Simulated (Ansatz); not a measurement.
Ideal-gas functions of C2H4AlNTe (`C1=N[CH2][AlH][Te]1`) at 800 K and 1 bar, from an Ansatz frequency run at PBE0-D4/def2-TZVP.

Molar mass 196.64 g/mol, point group Cs (symmetry number 1), electronic degeneracy 1, moments of inertia 125.228, 292.316, 414.529 u Å². Harmonic wavenumbers (cm⁻¹, unscaled): 96, 242, 345, 346, 420, 446, 515, 609, 616, 693, 857, 976, 1169, 1195, 1269, 1411, 1725, 1948, 3032, 3063, 3146.

Use S(trans) = R[1.5 ln M + 2.5 ln T − 1.1517]; rotational temperatures θ = 24.2544 K / I; S(rot) = R[ln(√π/σ · √(T³/θAθBθC)) + 1.5]; for each mode x = 1.438777 ν̃/T, S = R[x/(eˣ − 1) − ln(1 − e⁻ˣ)] and H = RT x/(eˣ − 1); 1 cm⁻¹ = 0.0119627 kJ/mol; R = 8.31446 J/(mol·K).

Task: By hand: the entropy, in J/(mol·K).

Result: Translation 195.2. Rotation: θ = 0.1937, 0.083, 0.0585 K, giving 129.6. Vibration, mode by mode: 22.93, 15.30, 12.41, 12.39, 10.84, 10.37, 9.24, 7.96, 7.88, 7.00, 5.49, 4.63, 3.52, 3.39, 3.05, 2.50, 1.60, 1.16, 0.23, 0.22, 0.19, in all 142.3. Electronic 0.0. Sum 467.1 J/(mol·K).

Task: By hand: H − E and G − E in kJ/mol, counted from the electronic energy.

Result: Zero-point energy ½ × 24119 × 0.0119627 = 144.3; thermal vibration 58.8; translation, rotation and pV give 4 RT = 26.6. H − E = 229.7 kJ/mol, and G − E = 229.7 − 800 × 467.1/1000 = -144.0 kJ/mol.

Vibration gives 30 % of the entropy, 22.9 J/(mol·K) of it from the mode under 150 cm⁻¹: soft modes count most, and the harmonic formula is weakest for them.
